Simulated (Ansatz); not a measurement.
Wavefunction ladder for C3H2F4 (`FCC(F)=C(F)F`)

Z-matrix (Å, degrees):
```
C
C 1 1.474
F 1 1.384 2 111.1
H 1 1.091 2 110.2 3 120.4
H 1 1.094 2 109.7 3 -118.7
C 2 1.326 1 125.2 3 -107.5
F 2 1.338 1 116.5 3 72.7
F 6 1.311 2 123.8 1 0.7
F 6 1.305 2 124.5 1 -178.8
```

Charge 0, multiplicity 1. Geometry: relaxed with PBE0-D4/def2-TZVP. It is one conformer, not always the lowest. Frozen core, restricted reference, the Gaussian-basis code of Ansatz. CBS rows extrapolate triple and quadruple zeta; past MP2 they add the triple-zeta difference.

| basis | HF (Eh) | MP2 corr. |
| --- | --- | --- |
| def2-SVP | -512.05218 | -1.11754 |
| def2-TZVPP | -512.68812 | -1.45803 |
| def2-QZVPP | -512.71048 | -1.58581 |

(1) Estimate the CCSD correlation energy and the (T) correction in each basis where they were run (hartree).

## Answers

(1) 
| basis | CCSD corr. | (T) |
| --- | --- | --- |
| def2-SVP | -1.14842 | -0.02723 |
| def2-TZVPP | -1.47476 | -0.05184 |
| CBS(def2) | -1.69719 | as TZ |
